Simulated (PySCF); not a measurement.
C2H5ClOSi. Atoms are numbered in the order given.

```xyz
10

C      0.6051     3.1111     0.0000
C     -0.2404     2.0802     0.0000
O      0.1829     0.7851     0.0000
Si    -0.7524    -0.5951     0.0000
Cl     0.5579    -2.1825     0.0000
H      1.6856     2.9522     0.0000
H      0.2172     4.1304     0.0000
H     -1.3287     2.2321     0.0000
H     -1.5881    -0.6551     1.2259
H     -1.5881    -0.6551    -1.2259
```

Geometry optimised at B3LYP-D3(BJ)/def2-SVP. The geometry has at least one imaginary mode, so it is a saddle point at that level. The structure was generated by enumeration, and PubChem lists no compound with its InChIKey, so it may never have been made. One conformer was computed; it need not be the lowest.

The numbers are results of B3LYP-D3(BJ)/def2-SVP in PySCF, not measurements.

Frequencies are harmonic and unscaled.

| mode | ν (cm⁻¹) | IR (km/mol) | moving atoms (share of kinetic energy) |
|---|---|---|---|
| 1 | 70i | 1.2 | H 47 %, C 28 %, O 11 %, Si 8 % |
| 2 | 51 | 1.5 | O 57 %, C 22 %, H 18 % |
| 3 | 99 | 0.3 | Cl 24 %, C 23 %, O 23 %, Si 16 %, H 15 % |
| 4 | 242 | 5.0 | O 30 %, Cl 30 %, C 24 % |
| 5 | 435 | 6.3 | C 45 %, H 30 %, Si 21 % |
| 6 | 571 | 72.0 | Si 49 %, Cl 41 % |
| 7 | 632 | 47.7 | H 82 %, Si 14 % |
| 8 | 704 | 25.5 | H 85 %, C 12 % |
| 9 | 722 | 3.1 | H 72 %, C 16 %, O 11 % |
| 10 | 767 | 30.9 | O 33 %, H 28 %, Si 23 %, C 16 % |
| 11 | 872 | 49.8 | H 69 %, C 31 % |
| 12 | 919 | 403.5 | H 87 %, Si 12 % |
| 13 | 969 | 15.1 | H 88 %, C 12 % |
| 14 | 980 | 143.0 | H 95 % |
| 15 | 1045 | 133.1 | H 39 %, O 32 %, C 24 % |
| 16 | 1215 | 398.8 | C 40 %, O 40 %, H 19 % |
| 17 | 1343 | 21.8 | H 86 %, C 10 % |
| 18 | 1413 | 23.4 | H 81 %, C 18 % |
| 19 | 1724 | 210.6 | C 85 %, H 14 % |
| 20 | 2250 | 83.6 | H 98 % |
| 21 | 2254 | 140.2 | H 95 % |
| 22 | 3121 | 21.9 | H 92 %, C 8 % |
| 23 | 3164 | 0.5 | H 94 % |
| 24 | 3269 | 2.3 | H 89 %, C 11 % |
